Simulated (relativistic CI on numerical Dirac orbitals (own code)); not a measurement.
d6 in a ligand field

Computed with a parametric ligand-field model of a d^n configuration (Racah B and C, spin-orbit zeta, crystal field), exact diagonalisation.

Field parameters in Wybourne normalisation: Oh B⁴₀ = 21Dq, B⁴₄ = √(5/14) B⁴₀. The field is a parameter set, without covalency.

Problem. Ground term and bands for B = 540, C = 2410, ζ = 0 cm⁻¹, Oh, 10Dq = 8850 cm⁻¹?

Solution. Ground term 5T2 with 2.00 electrons in the two orbitals of the cubic e set. Spin-allowed: 5E 8850 cm⁻¹ (1130 nm). Lowest spin-forbidden: 1A1 2453 cm⁻¹, 3T1 4751 cm⁻¹ (2105 nm), 3T2 7506 cm⁻¹ (1332 nm).

Problem. A d6 ion in Oh symmetry has the ground term 1A1 and bands at 3T1 16121 cm⁻¹ (620 nm), 3T2 21462 cm⁻¹ (466 nm), 5T2 22173 cm⁻¹ (451 nm), 1T1 23125 cm⁻¹ (432 nm), 1T2 33908 cm⁻¹ (295 nm), 1T2 47852 cm⁻¹ (209 nm), 1E 47936 cm⁻¹ (209 nm). Which parameters reproduce them?

Solution. B = 830, C = 3230, ζ = 0 cm⁻¹, Oh, 10Dq = 25200 cm⁻¹.

Problem. A d6 ion in Oh symmetry has the ground term 1A1 and bands at 5T2 4609 cm⁻¹ (2169 nm), 3T1 4758 cm⁻¹ (2102 nm), 3T2 7081 cm⁻¹ (1412 nm), 1T1 8287 cm⁻¹ (1207 nm), 1T2 12983 cm⁻¹ (770 nm), 1E 17404 cm⁻¹ (575 nm), 1T2 17409 cm⁻¹ (574 nm). Which parameters reproduce them?

Solution. B = 390, C = 1620, ζ = 0 cm⁻¹, Oh, 10Dq = 9250 cm⁻¹.

Problem. Ground term and bands for B = 910, C = 3420, ζ = 0 cm⁻¹, Oh, 10Dq = 9100 cm⁻¹?

Solution. Ground term 5T2 with 2.00 electrons in the two orbitals of the cubic e set. Spin-allowed: 5E 9100 cm⁻¹ (1099 nm). Lowest spin-forbidden: 3T1 10443 cm⁻¹ (958 nm), 1A1 10632 cm⁻¹ (941 nm), 3T2 14089 cm⁻¹ (710 nm).

Problem. Ground term and bands for B = 850, C = 4380, ζ = 0 cm⁻¹, Oh, 10Dq = 24350 cm⁻¹?

Solution. Ground term 1A1 with 0.06 electrons in the two orbitals of the cubic e set. Spin-allowed: 1T1 21642 cm⁻¹ (462 nm), 1T2 32347 cm⁻¹ (309 nm), 1T2 44966 cm⁻¹ (222 nm), 1E 45632 cm⁻¹ (219 nm). Lowest spin-forbidden: 5T2 12007 cm⁻¹ (833 nm), 3T1 12310 cm⁻¹ (812 nm), 3T2 17551 cm⁻¹ (570 nm).
